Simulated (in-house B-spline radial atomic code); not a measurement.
A calculation on Eu⁸⁺ (with a hole in an inner shell): its settings, and results tabulated from the run. Computed with an all-electron radial atomic-structure program (B-spline basis): Dirac-Hartree-Fock, average of configuration, Fermi nucleus of rms radius 5.1115 fm.

Command:
```bash
python run_scf.py task.json out
```
Settings (nuclear radius in fm, mass in u):
```
Z                63
configuration    1s2 2p6 3s2 3p6 3d10 4s2 4p6 4d10 4f5 5s2 5p4
hamiltonian      dirac
method           hf
spin_polarised   False
nucleus          fermi
rms_radius       5.1115
atomic_mass      152.92124
speed_of_light   137.035999084
```

Output (hartree, bohr):
```
 radial grid: 66 intervals, B-splines of order 8, outer radius 16.6667 bohr

 iter        energy (Eh)    residual
    1      -10155.670700    1.85e+00
    2      -10206.095612    1.41e+00
    3      -10228.063671    3.35e-01
    4      -10229.893014    1.08e-01
    5      -10229.993527    4.71e-02
    6      -10230.027703    2.59e-03
    7      -10230.027786    1.08e-03
    8      -10230.027796    1.16e-04
    9      -10230.027797    5.59e-06
   10      -10230.027797    9.29e-08

 total energy                    -10230.02780
 kinetic                           11054.1282
 electron-nucleus                 -24791.4781
 electron-electron                  3507.3222

 first-order corrections (not in the total)
   Gaunt                             9.9188
   retardation                      -1.0659
   frequency dependence             -0.1572
   self-energy                       6.8428
   Uehling                          -1.0916
   Wichmann-Kroll                    0.0337
   recoil                            0.0231

 orbital      occ     eigenvalue          <r>       <r^2>       <1/r>       <r^4>       r_max    small
 1s1/2      2.000     -1815.4731    0.0223074 0.000678574     70.2369 1.22394e-06      0.0142  5.50e-02
 2p1/2      2.000      -298.8371    0.0783037  0.00756872     16.8415 0.000116172     0.06064  1.23e-02
 2p3/2      4.000      -274.3561    0.0849057  0.00876888      14.959 0.000150751     0.06627  1.15e-02
 3s1/2      2.000       -76.3137     0.243609   0.0680024     6.27645  0.00699573      0.2253  4.05e-03
 3p1/2      2.000       -69.9812     0.232416   0.0628196     6.17659  0.00624321      0.2116  3.97e-03
 3p3/2      4.000       -64.7116      0.24462   0.0694047     5.69695   0.0075754      0.2231  3.73e-03
 3d3/2      4.000       -53.5111     0.215023   0.0543051     5.59927  0.00523842      0.1757  3.64e-03
 3d5/2      6.000       -52.3136     0.218912   0.0561583     5.47567  0.00556977      0.1791  3.57e-03
 4s1/2      2.000       -20.2068     0.547078    0.337258     2.62853    0.163791      0.5132  1.29e-03
 4p1/2      2.000       -17.4966     0.555828    0.350793     2.52725    0.182067       0.515  1.22e-03
 4p3/2      4.000       -16.2771     0.581166    0.383279       2.374    0.217171      0.5384  1.14e-03
 4d3/2      4.000       -11.5982     0.603342    0.419776     2.18725     0.27834      0.5387  9.96e-04
 4d5/2      6.000       -11.3585     0.612442    0.432294     2.14642    0.294883      0.5467  9.72e-04
 4f5/2      2.143        -5.7801     0.678944    0.553003     1.80021    0.591054      0.5205  7.10e-04
 4f7/2      2.857        -5.7415     0.684022    0.561101      1.7858     0.60773      0.5244  7.02e-04
 5s1/2      2.000        -6.2885      1.21377      1.6385     1.10164     3.74197       1.135  3.35e-04
 5p1/2      1.333        -5.3769      1.28758     1.84967     1.03002     4.82256       1.197  3.01e-04
 5p3/2      2.667        -5.1387      1.33865     1.99746     0.98103     5.60313       1.247  2.83e-04
```

Cost of the run: 1.4 s on 1 thread of Arm Neoverse V1 (shared host).

For the Dirac Hamiltonian the kinetic term is c α·p + (β - 1)c².
